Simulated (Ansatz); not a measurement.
Species: HS₂, net charge -1, singlet state. 
Structure (B3LYP-D3(BJ)/def2-TZVP (Ansatz, a first-principles code) minimum search):
```xyz
3

S      0.9928    -0.4648     0.0070
S     -0.8838     0.4990    -0.0059
H     -1.7439    -0.5473    -0.0190
```
Charge -1, spin multiplicity 1.

Basis-set convergence of Hartree-Fock and CCSD(T) correlation energies (hartree) with Ansatz. Correlated levels leave the core frozen unless marked. No spin-orbit coupling. Non-relativistic.

```
basis        functions       E(HF)  E(corr, CCSD(T))  rough core time
-----------  ---------  ----------  ----------------  ---------------
def2-SVPD           62  -795.42620          -0.32803       under 20 s
def2-TZVPPD        119  -795.69358          -0.41589       under 20 s
def2-QZVPPD        191  -795.71504          -0.44674             27 s
```

Extrapolating the two largest sets (X = 3 and 4) as X^-3: E(corr) = (64·(-0.44674) - 27·(-0.41589))/37 = -0.4693 Eh, an estimate of the basis-set limit. The largest set recovers 95.2 % of it, the smallest 69.9 %.
